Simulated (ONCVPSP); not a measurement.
## Scattering properties, ONCV potential for Cs (Z = 55)

| Quantity | Value |
| --- | --- |
| Element | Cs (Z = 55) |
| Generator | ONCVPSP 4.0.1 |
| Type | optimised norm-conserving Vanderbilt (ONCV) |
| Functional | PBEsol |
| Relativity | scalar-relativistic |
| Frozen core | [Kr] 4d10 |
| Valence charge | 9 |
| Reference configuration | 5s2 5p6 6s0.75 6p0.25 |
| Partial waves | 5s+6s: rc 3.10 bohr, ncon 3, nbas 7, qcut 3 1/bohr, 2 projectors; 5p+6p: rc 4.00 bohr, ncon 3, nbas 6, qcut 3.8 1/bohr, 2 projectors; d scattering state at 0.12 Ha: rc 3.55 bohr, ncon 5, nbas 10, qcut 2.9 1/bohr, 2 projectors, debl 2.7 Ha; f scattering state at 0.03 Ha: rc 4.20 bohr, ncon 4, nbas 7, qcut 3.1 1/bohr, 2 projectors, debl 3.8 Ha |
| Local potential | polynomial inside 2.90 bohr (lpopt 5, dvloc0 0 Ha) |
| Core correction | Teter function, fcfact 2.75, rcfact 1.45 |

In the d channel the program set the typed energies aside and used 0.050, 2.750 Ha.

The phase is arctan(r·R′/R) of the radial function R(r), unwrapped; energies in Ha, scanned from -2 to 5 Ha. A pole is an energy at which the radial function vanishes at the test radius. The pseudo phase is shifted by a multiple of π to meet the all-electron one at the reference energy, and phase errors are pseudo minus all-electron; the curves can meet again beyond the range given. Levels narrower than the energy grid can be missing from the lists of poles.

```
channel  radius (bohr)  reference energy (Ha)     poles, all-electron            poles, pseudo  unbroken range about the reference energy with phases within 0.05 rad  phase error 1 Ha above the reference energy (rad)
      s           3.14                  -0.08             -0.93, 1.59        -0.93, 1.19, 3.03                                                              below 1.0                                             -0.047
      p           4.07                  -0.03       -0.48, 0.91, 3.02  -0.48, 0.90, 2.71, 4.86                                                              below 1.5                                             -0.003
      d           3.61                   0.05              0.33, 2.19               0.33, 2.20                                                              below 0.9                                             +0.098
      f           4.27                   0.03  0.34, 1.00, 2.38, 4.38         0.82, 3.70, 4.52                                                              below 0.1                                             +3.102
```

Note: no bound ghost flagged; GHOST(+) flagged for f at 100.3 eV.

Phases in the s channel:

```
E (Ha)  all-electron   pseudo
 -1.98         1.341    1.339
 -1.80         1.318    1.316
 -1.62         1.284    1.282
 -1.44         1.226    1.223
 -1.26         1.079    1.074
 -1.08        -0.385   -0.392
 -0.90        -1.612   -1.613
 -0.72        -1.770   -1.772
 -0.54        -1.871   -1.872
 -0.36        -1.987   -1.988
 -0.18        -2.175   -2.175
  0.00        -2.568   -2.569
  0.18        -3.357   -3.373
  0.36        -4.021   -4.049
  0.54        -4.319   -4.350
  0.72        -4.465   -4.501
  0.90        -4.551   -4.596
  1.08        -4.608   -4.670
  1.26        -4.651   -4.742
  1.44        -4.686   -4.841
  1.62        -4.717   -5.079
  1.80        -4.745   -6.562
  1.98        -4.775   -7.500
  2.16        -4.807   -7.667
  2.34        -4.847   -7.737
  2.52        -4.900   -7.780
  2.70        -4.984   -7.811
  2.88        -5.147   -7.836
  3.06        -5.581   -7.858
  3.24        -6.681   -7.880
  3.42        -7.323   -7.903
  3.60        -7.538   -7.929
  3.78        -7.638   -7.962
  3.96        -7.695   -8.009
  4.14        -7.734   -8.087
  4.32        -7.762   -8.257
  4.50        -7.784   -8.864
  4.68        -7.801  -10.232
  4.86        -7.817  -10.649
```
